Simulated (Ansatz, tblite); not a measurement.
Cost and result up the ladder for B₅ (the lowest doublet isomer of a short search) (5 atoms). The state is a doublet with charge 0. Geometry: PBE-D4/def2-SVP.

| atom | x (Å) | y (Å) | z (Å) |
| --- | --- | --- | --- |
| B1 | -0.927 | -1.275 | -0.503 |
| B2 | 0.487 | 0.894 | 1.305 |
| B3 | 0.749 | 0.881 | -0.262 |
| B4 | -0.351 | -0.294 | 0.628 |
| B5 | 0.042 | -0.206 | -1.167 |

Ansatz on 4 threads of Arm Neoverse N1 on a shared host; xTB runs through tblite on one thread. Times are rough, summed over both states, and most runs start from the orbitals of an earlier one. No level here is sound enough to serve as a yardstick. The other state is a singlet.

The xTB rows come from tblite. The structure comes from a short search, and lower isomers may exist.

Run but left out: HF/def2-TZVPP, MP2/def2-TZVPP, CCSD/def2-TZVPP, CCSD(T)/def2-TZVPP (doublet: ⟨S²⟩ 1.48, where a pure state has 0.75).

Raw xTB energies of ions are shifted by several eV, and xTB has no spin-polarisation term.

| level | functions | wall time |
| --- | --- | --- |
| GFN1-xTB | 20 | 0.006 s |
| GFN2-xTB | 20 | 0.008 s |
| PBE-D4/def2-TZVP | 155 | 4 s |
| PBE0-D4/def2-TZVP (with forces) | 155 | 5.2 s |
| r2SCAN-D4/def2-TZVP | 155 | 7.5 s |

Problem. Estimate what each level gives for the vertical IE (eV).

Solution. 
```json
{"level": "GFN1-xTB", "vertical IE (eV)": "12.12", "remarks": "–"}
{"level": "GFN2-xTB", "vertical IE (eV)": "10.32", "remarks": "–"}
{"level": "PBE-D4/def2-TZVP", "vertical IE (eV)": "8.99", "remarks": "restricted SCF unstable in HF (+1 singlet), spin-contaminated (⟨S²⟩ 0.86) (doublet)"}
{"level": "PBE0-D4/def2-TZVP (with forces)", "vertical IE (eV)": "9.19", "remarks": "restricted SCF unstable in HF (+1 singlet), spin-contaminated (⟨S²⟩ 0.98) (doublet)"}
{"level": "r2SCAN-D4/def2-TZVP", "vertical IE (eV)": "9.30", "remarks": "restricted SCF unstable in HF (+1 singlet), spin-contaminated (⟨S²⟩ 1.01) (doublet)"}
```
